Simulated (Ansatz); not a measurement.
C7H8, charge +1, doublet, geometry from GFN2-xTB (a state made from the parent by changing its charge; the spin is typed, not shown lowest); Ansatz (a program for electronic structure) with HF/6-31G**.

The Ansatz input:
Ansatz 0.2 input:
```yaml
crystal:
  periodic: [false, false, false]
  atoms:
    - {symbol: C, position_ang: [1.17486600, -0.47772752, 0.64346424]}
    - {symbol: C, position_ang: [0.78808183, 0.81384632, 0.85974479]}
    - {symbol: C, position_ang: [-0.27270495, 1.14091680, -0.16480281]}
    - {symbol: C, position_ang: [-1.32582170, 0.24940099, 0.45008430]}
    - {symbol: C, position_ang: [-0.93903754, -1.04217285, 0.23380375]}
    - {symbol: C, position_ang: [0.36763190, -0.99733600, -0.52286403]}
    - {symbol: C, position_ang: [0.18725884, 0.28323646, -1.35653456]}
    - {symbol: H, position_ang: [1.88225086, -1.06032231, 1.20773834]}
    - {symbol: H, position_ang: [1.12040016, 1.48369710, 1.63374723]}
    - {symbol: H, position_ang: [-0.52038085, 2.18306297, -0.32266910]}
    - {symbol: H, position_ang: [-2.18604264, 0.60082512, 0.99298053]}
    - {symbol: H, position_ang: [-1.42419194, -1.94319429, 0.56697164]}
    - {symbol: H, position_ang: [0.70397232, -1.90537355, -1.00729843]}
    - {symbol: H, position_ang: [-0.57381316, 0.18453533, -2.12817486]}
    - {symbol: H, position_ang: [1.11615896, 0.63578433, -1.80066947]}
basis:
  gaussian:
    orbitals: 6-31G__.json
hamiltonian:
  xc: hf
total_charge: 1
magnetization: {spin_polarized: true, initial_magnetization: 1}
accuracy: high
```
The basis file holds 6-31G** in the JSON format of the Basis Set Exchange.

What the program printed (banner, timings and long lists left out):

```
Functional definition: HF
3539 factors; integrals over basis functions are off by at most 3.2e-9 eV
mean field evaluation 1: about -7326.4307 eV, gradient 2.8e1 eV
mean field evaluation 2: about -7326.5542 eV, gradient 2.8e1 eV
mean field evaluation 4: about -7330.9015 eV, gradient 3.4e0 eV
mean field evaluation 8: about -7330.9752 eV, gradient 1.8e-1 eV
mean field evaluation 16: about -7321.9730 eV, gradient 1.9e1 eV
mean field evaluation 32: about -7321.9657 eV, gradient 1.9e1 eV
mean field evaluation 64: about -7326.1593 eV, gradient 1.1e1 eV
mean field -7330.97562161 eV, -269.4083849805 hartree, gradient 7.7e-8 eV, S^2 0.760379; 0 other end points of the search recorded, 0 dependent functions left out
reference -7330.97562161 eV, -269.4083849805 hartree; 25, 24 occupied and 120, 121 virtual orbitals, 3539 factors
Total energy: -7330.97562161 eV, -269.4083849805 hartree
```
